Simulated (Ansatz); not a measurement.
# A family of molecules: the atomisation energy (no zero-point term)

Gas-phase molecules, one atom swapped for its congeners: C5H8O (allyl vinyl ether) `C=CCOC=C`; C5H8S `C=CCSC=C`; C5H8Se `C=CC[Se]C=C`. All are singlets with charge 0.

Shapes, held fixed at every level: PBE0-D4/def2-TZVP. Flexible molecules stand in one conformer, not always the lowest. Programs: Ansatz 0.2.0. Values in eV.

```tsv
level	C5H8O	C5H8Se
HF/def2-TZVPP	44.37	42.70
r2SCAN-D4/def2-TZVPP	60.78	58.48
wB97M-V/def2-TZVPP	60.72	58.25
wB97X-V/def2-TZVPP	60.54	58.18
CCSD/def2-TZVPP	58.11	55.91
CCSD(T)/def2-TZVPP	59.07	56.88
```

Question: Estimate the column for C5H8S from its neighbours.

Answer: The mean of the neighbours at CCSD(T)/def2-TZVPP is 57.98 eV, against 57.52 from the run: the member lies nearer Se. All rows: HF/def2-TZVPP 43.51; r2SCAN-D4/def2-TZVPP 59.28; wB97M-V/def2-TZVPP 59.21; wB97X-V/def2-TZVPP 59.02; CCSD/def2-TZVPP 56.56; CCSD(T)/def2-TZVPP 57.52 eV. At CCSD(T)/def2-TZVPP the atomisation energy falls at every step, from 59.07 to 56.88 eV. Every level shows the same order. Relativity is left out for Se. Outer-core shells of Se are correlated in most correlated rows, in sets that cover them unevenly. Spin-orbit coupling, which grows down the group, is left out (summed over each molecule's free atoms 0.03, 0.04, 0.14 eV). Coupled cluster in double- or triple-zeta sets underbinds by a few per cent against its basis-set limit. CCSD also lacks the triples, which bind further.
